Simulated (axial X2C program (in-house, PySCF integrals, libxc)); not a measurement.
Worked dissociation energy of CrTe: CCSD, spin-free

Calculated with an in-house relativistic program for diatomic molecules. Spin-free means the one-electron spin-free X2C Hamiltonian. Basis: Te dyall-cv3z [11s12p8d4f1g], Cr dyall-cv3z [9s10p6d3f2g] (cores contracted in-house); Gaussian nuclei, density fitting, unrestricted open shells. Masses: Te 129.906 u, Cr 51.941 u.

Molecular state: M_S = 2, Λ = 1 (beyond evenly filled blocks: σα, π+α, δ+α, δ-α).

Correlated methods: 12 electrons correlated (number of frozen shells: Te 4 s, 3 p, 2 d; Cr 3 s, 2 p), 312 virtual spin orbitals or spinors in MP2, 90 natural virtuals in coupled cluster.

- E(Te) (2M_S = 2, M_L = 0): -6791.052625 hartree
- E(Cr) (2M_S = 6, M_L = 0): -1049.775298 hartree
- E(CrTe) at Re: -7840.899373 hartree
- ωe: 223.2 cm⁻¹
- ωexe: 0.656 cm⁻¹

(1) Work out De and D0.

The state is a single determinant with fixed occupations, the lowest that a limited PBE0 search found. De is counted from the lowest determinant-based energies of the atoms at the same level, without counterpoise correction. CCSD ran in a truncated set of natural virtual spinors with an MP2 remainder; without triples it tends to underbind. PBE0 can misorder states that lie within some tenths of an eV, so this need not be the ground state of the molecule. The nearest other spin-free determinant of the search, M_S = 3, Λ = 1, lies 0.41 eV up at the distance of the search. The determinant is spin-polarised beyond a pure state at some levels (its spin-free form has ⟨S²⟩ too high), which makes Re and μ there less reliable. With the outer-core shells frozen, correlated bond lengths of heavy atoms tend to come out a few hundredths of an ångström too long. Spin-free De lacks the spin–orbit lowering of the heavy p-block atom, a tenth of an eV or more for 4p and 5p, up to an eV for 6p and one to two eV for 7p atoms, less what an open-shell molecule gains itself.

Each atomic determinant is the lowest at this level and need not be a pure term. Totals compare only within one Hamiltonian and basis.

## Answers

(1) De = -6791.052625 + (-1049.775298) − (-7840.899373) = 0.07145 hartree = 1.944 eV. The zero-point energy is ωe/2 − ωexe/4 = 111 cm⁻¹ = 0.014 eV, so D0 = 1.930 eV.
